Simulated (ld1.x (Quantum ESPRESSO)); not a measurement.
What one change does to a pseudopotential (S, RRKJ)

S, norm-conserving RRKJ (Kleinman–Bylander form), made with ld1.x (Quantum ESPRESSO) 7.5 (PBE, scalar-relativistic). Core [Ne], reference 3s2 3p4. Waves: 3s (bound): rc 1.40 bohr; 3p (bound): rc 1.45 bohr. Local part: the p channel. Core correction: a·sin(br)/r model core inside 1.05 bohr. rho0 = 0.02.

Change: all radii but the core radius scaled by about 1.12 (s 1.56, p 1.62 bohr).

Cutoffs: the cutoffs (Ry, on a coarse ladder) from which the occupation-weighted sum of valence levels, in a spherical-Bessel basis at the reference potential, stays within 10 and 1 mRy of its value at 400 Ry; they do not see the model core or the augmentation charge, which bear on the density cutoff. Errors are all-electron minus pseudo energies relative to the spin-unpolarised reference configuration.

Q: What does the change do?

A: The potential gets softer (55 Ry and 80 Ry → 50 Ry and 70 Ry); of the 7 tests that both files solve, the error grows in 0 and shrinks in 1 by more than 15 % and 0.3 meV (median size 4.7 → 4.2 meV); neither file shows a bound ghost. A larger radius leaves more room for a smooth pseudo-wave, so fewer plane waves are needed.

| quantity | base | changed |
| --- | --- | --- |
| cutoff, loose | 55 Ry | 50 Ry |
| cutoff, tight | 80 Ry | 70 Ry |
| loose cutoff by channel (10 mRy a level) | s 40 Ry, p 10 Ry | s 25 Ry, p 10 Ry |
| bound ghosts | none | none |
| error for 3s2 3p3, meV [ΔE 11.77 eV] | +2.3 | +2.1 |
| error for 3s2 3p2, meV [ΔE 34.05 eV] | +17 | +17 |
| error for 3s2 3p1, meV [ΔE 68.09 eV] | +60 | +60 |
| error for 3s2 3p0, meV [ΔE 114.89 eV] | +151 | +155 |
| error for 3s1 3p4, meV [ΔE 22.65 eV] | +4.7 | +4.2 |
| error for 3s2 3p3.5, meV [ΔE 4.66 eV] | +0.3 | +0.2 |
| error for 3s0 3p6, meV [ΔE 20.74 eV] | +2.9 | +1.3 |
